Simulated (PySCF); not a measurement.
Computed shifts of a molecule C₄H₁₃NSi, B3LYP/pcSseg-1 in PySCF, GIAO, gas phase, atoms alike by connectivity averaged where their shifts nearly agree, in ppm (number of nuclei): ¹³C: 45.3 (1), 43.7 (1), 22.2 (1), 21.3 (1). ¹⁵N: 71.5 (1). ²⁹Si: -68.2 (1). ¹H: 4.05 (3), 3.16 (1), 3.03 (1), 2.68 (1), 1.57 (3), 1.43 (3), 0.41 (1). References: ¹³C against TMS (σ = 181.3 ppm); ¹⁵N against NH3 (σ = 265.5 ppm); ²⁹Si against TMS (σ = 338.7 ppm); ¹H against TMS (σ = 31.68 ppm), references at their B3LYP-D3(BJ)/def2-TZVP geometries, non-relativistic. The structure is a stationary point at B3LYP-D3(BJ)/def2-SVP. One conformer was computed; it need not be the lowest.

### Question
Which molecule gave these data?
(A) CC[SiH](N)CC
(B) C[C@H](CN)C[SiH3]
(C) CC[C@H](C)[SiH2]N
(D) CCN[C@H](C)[SiH3]

### Answer
D, CCN[C@H](C)[SiH3]
